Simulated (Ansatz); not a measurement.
Reaction (formal exchange of groups at the In–S bond): `[SH][In]([SH])[SH]` + `CCCCCCC` → `[SH][InH][SH]` + `CCCCCCCS`

Gas-phase electronic energies from Ansatz, PBE0-D4/def2-TZVP geometries. CCSD(T)/CBS is the MP2 limit (def2-TZVPP, def2-QZVPP) plus CCSD(T) − MP2 in def2-TZVPP, frozen cores. Functionals use def2-TZVPP. def2 core potentials past Kr. For In outer-core shells are correlated without core-valence functions, which leaves a few kJ/mol of doubt a bond. One conformer a species, not always the lowest.

```tsv
level	ΔE (eV)
RPA@PBE/def2-TZVPP	1.38
SCS-MP2/def2-QZVPP	1.48
```

Q: What does CCSD(T)/CBS give? (Best estimate.)

A: Computed: +1.46 eV. The listed levels differ from it by -0.08, 0.02 eV.

Largest T1 diagnostic among the species: 0.014.

In def2-TZVPP, CCSD(T) changes the Hartree–Fock value by −0.12 eV (the triples alone add −0.01 eV) and MP2 by −0.07 eV. Leaving LDA and LC-ωPBE aside and taking each functional with its dispersion term where it has one, the values, not all of them listed here, spread over 0.13 eV, from revPBE-D4 to B2PLYP. LDA lies −0.14 eV from PBE without D4.
